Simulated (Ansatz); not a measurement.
Two structures of AlH4O2F, closed shell, reached by relaxing down either side of one saddle point (PBE0-D4/def2-TZVP). Energies are electronic, without zero-point energy. Ansatz 0.2.0; basis: def2-TZVPP and def2-QZVPP; cores frozen in the correlated methods. Extrapolation: Hartree–Fock as exp(−7.88 √X), correlation as X^−2.97. First:

```
atom    x (Å)    y (Å)    z (Å)
 Al1  -0.1597  -0.2571  -0.2536
  H2   1.1698  -1.0970   0.0650
  O3  -0.2813   0.6605  -1.6725
  O4  -1.6267  -0.6458   0.4994
  H5   1.4542   0.6334   1.2817
  F6   0.6862   1.1359   1.1083
  H7   0.4560   0.8311  -2.2532
  H8  -1.6985  -1.2610   1.2248
```

Second:

```csv
atom,x (Å),y (Å),z (Å)
Al1,-0.3948,0.3223,-0.0506
H2,1.4434,-1.0308,0.2746
O3,-0.0662,0.4097,-1.6993
O4,-1.4181,-0.9050,0.4792
H5,1.6235,-0.4584,0.7306
F6,0.0885,1.5246,0.9748
H7,0.4403,1.1174,-2.0922
H8,-1.7164,-0.9799,1.3831
```

(1) Which bonds change from the first to the second?

(2) Give the saddle point's structure and its height above each. (An estimate is asked for; the value comes from the calculation.)

T1 diagnostic: at most 0.013.

## Answers

(1) AlH₃O₂ ([OH][AlH][OH]) + HF → AlH₂O₂F ([OH][Al]([OH])[F]) + H₂; bonds formed: H2–H5; dative contacts that become bonds: Al1–F6; bonds broken: Al1–H2, H5–F6.

(2) The calculation gives: 0.131 eV above the first and 1.619 eV above the second (CCSD(T) at an estimated basis limit (MP2 extrapolated from triple and quadruple zeta, plus CCSD(T) − MP2 in triple zeta)).
| atom | x (Å) | y (Å) | z (Å) |
| --- | --- | --- | --- |
| Al1 | -0.1861 | -0.1237 | -0.1881 |
| H2 | 1.2576 | -0.8393 | 0.2858 |
| O3 | -0.2549 | 0.5773 | -1.7183 |
| O4 | -1.6138 | -0.7297 | 0.4693 |
| H5 | 1.2845 | 0.2682 | 0.9552 |
| F6 | 0.6971 | 1.0989 | 1.0811 |
| H7 | 0.4930 | 0.9403 | -2.1859 |
| H8 | -1.6773 | -1.1921 | 1.3009 |

Labels in which every atom is bracketed show which atoms are joined, not bond orders.

For scale, one of the runs: CCSD(T)/def2-TZVPP, 191 basis functions, launched by `ansatz run in.yaml --threads 2 --pin off --events-out ev --progress --plain --max-ram 4352MiB`. The run took 46 s on 2 CPU threads of an Intel Xeon Platinum 8488C (shared host), with 2.2 GiB of host memory at its peak.
